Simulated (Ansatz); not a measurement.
One change: `F[Si](F)(F)F` becomes `F[Si](F)(F)[SiH](Cl)Cl`.

Ansatz, PBE0-D4/def2-TZVP geometries, multiplicity 1. Each molecule was computed in one conformer, which needn't be the lowest.

| property | `F[Si](F)(F)F` |
| --- | --- |
| HOMO energy (ωB97M-V/def2-TZVPP) / eV | -15.29 |
| LUMO energy (ωB97M-V/def2-TZVPP) / eV | 2.34 |
| HOMO energy (B3LYP/def2-TZVPP) / eV | -12.45 |
| LUMO energy (PBE/def2-TZVPP) / eV | -0.53 |
| HOMO–LUMO gap (PBE0/def2-TZVPP) / eV | 13.30 |
| size of the dipole moment (ωB97M-V/def2-TZVPP) / D | 0.00 |

Question: What does the change do to each property? (An estimate is asked.)

Answer: Computed: 
```json
{"property": "HOMO energy (ωB97M-V/def2-TZVPP) / eV", "`F[Si](F)(F)[SiH](Cl)Cl`": "-11.07", "shift": "4.22"}
{"property": "LUMO energy (ωB97M-V/def2-TZVPP) / eV", "`F[Si](F)(F)[SiH](Cl)Cl`": "0.81", "shift": "-1.53"}
{"property": "HOMO energy (B3LYP/def2-TZVPP) / eV", "`F[Si](F)(F)[SiH](Cl)Cl`": "-8.77", "shift": "3.68"}
{"property": "LUMO energy (PBE/def2-TZVPP) / eV", "`F[Si](F)(F)[SiH](Cl)Cl`": "-1.92", "shift": "-1.39"}
{"property": "HOMO–LUMO gap (PBE0/def2-TZVPP) / eV", "`F[Si](F)(F)[SiH](Cl)Cl`": "7.91", "shift": "-5.39"}
{"property": "size of the dipole moment (ωB97M-V/def2-TZVPP) / D", "`F[Si](F)(F)[SiH](Cl)Cl`": "1.36", "shift": "1.36"}
```

With PBE0 the HOMO rises by 3.79 eV and the LUMO falls by 1.61 eV, so the gap narrows by about 5.40 eV. PBE moves the HOMO by 2.94 eV and ωB97M-V by 4.22 eV. The zero-point energy changes by 26.2 kJ/mol with +9 modes.

B3LYP here is the variant with VWN-RPA as its local correlation; programs differ in this.
